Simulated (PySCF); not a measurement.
Species: C3H10ClFSi2.
SMILES with atom numbers: `[CH3:1][SiH2:2][C@H:3]([F:4])[SiH2:5][CH2:6][Cl:7]` (hydrogens: H8, H9, H10 on C1; H11, H12 on Si2; H13 on C3; H14, H15 on Si5; H16, H17 on C6)

Computed geometry: GFN2-xTB, gas phase.

(1) List the bond lengths, angles and torsions at this level.

Results:

(1) 
```tsv
bond	length (Å)
C1–Si2	1.897
Si2–C3	1.931
C3–F4	1.407
C3–Si5	1.912
Si5–C6	1.910
C6–Cl7	1.784
C1–H8, C1–H9, C1–H10	1.087
Si2–H11	1.462
Si2–H12	1.465
C3–H13	1.095
Si5–H14	1.466
Si5–H15	1.462
C6–H16	1.088
C6–H17	1.087
```

Bonds in one row agree within 0.01 Å and their mean is given. A selection of angles:
```tsv
angle	degrees
Si2–C1–H8	111.1
H8–C1–H9	107.6
C1–Si2–C3	107.1
C1–Si2–H11	110.4
C1–Si2–H12	111.1
C3–Si2–H11	108.0
C3–Si2–H12	107.0
H11–Si2–H12	113.1
Si2–C3–F4	107.2
Si2–C3–Si5	119.9
Si2–C3–H13	109.2
F4–C3–Si5	106.6
F4–C3–H13	104.4
Si5–C3–H13	108.5
C3–Si5–C6	108.5
C3–Si5–H14	109.1
C3–Si5–H15	109.5
C6–Si5–H14	107.5
C6–Si5–H15	109.5
H14–Si5–H15	112.8
Si5–C6–Cl7	109.1
Si5–C6–H16	112.8
Si5–C6–H17	112.7
Cl7–C6–H16	106.8
Cl7–C6–H17	106.6
H16–C6–H17	108.5
```

Dihedral angles: C1–Si2–C3–F4 -68° (synclinal); Si2–C3–Si5–C6 52° (synclinal); C3–Si5–C6–Cl7 -74° (synclinal).

Si2 (SiH2 silicon) is distorted tetrahedral (angles from 107.0° to 113.1°). Of the pairs four or more bonds apart, Si2···Cl7 is among the closest relative to their van der Waals radii: 3.57 Å, 93 % of the sum of Bondi's values. The C–Si distances run from 1.897 Å (C1–Si2, drawn single) to 1.931 Å (Si2–C3, drawn single), a spread of 0.034 Å. Si5 (SiH2 silicon) is tetrahedral (angles from 107.5° to 112.8°).

Point group: C1 (no symmetry element, even within 0.4 Å). GFN2-xTB frequencies: not computed here. One conformer, not necessarily the lowest.
